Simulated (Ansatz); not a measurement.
The cluster Mg4Zn2⁺, relaxed as a doublet with UKS r2SCAN/def2-SVP in Ansatz, starting from the GFN1-xTB geometry. Force threshold 0.02 eV/Å.

The relaxation made no stability test and no search for a lower SCF solution. The structure comes from a short search, and lower isomers may exist.

Start:

```tsv
atom	x (Å)	y (Å)	z (Å)
Mg1	1.139	2.874	-2.591
Mg2	-2.158	-1.493	-0.083
Mg3	1.704	1.318	-0.304
Mg4	-0.866	0.723	1.261
Zn5	-0.410	-1.966	2.126
Zn6	0.590	-1.455	-0.408
```

(1) Estimate the energy that the relaxation releases and the steps that it takes.

(2) Does the start keep its bonding?

(3) Predict the relaxed structure.

Results:

(1) 18.5 kcal/mol, in 16 steps; 84 s on 4 threads of Intel Xeon 6975P-C on a shared host. No frequencies were taken in this run, so the end may be a saddle point.

(2) Bonds formed: Mg3–Zn5 (atoms count from 1). The end is the same structure that another start reached, the lowest one found.

(3) 
```xyz
6

Mg    2.794    3.061   -1.960
Mg   -1.747   -2.629    1.235
Mg    0.964    1.034   -0.660
Mg   -1.715    0.590    1.110
Zn    0.534   -0.993    1.181
Zn   -0.830   -1.063   -0.905
```
Bond lengths (bridged metal pairs left out): 6 × Mg–Zn 2.75 to 2.81 Å; 3 × Mg–Mg 3.02 to 3.24 Å; 1 × Zn–Zn 2.49 Å.
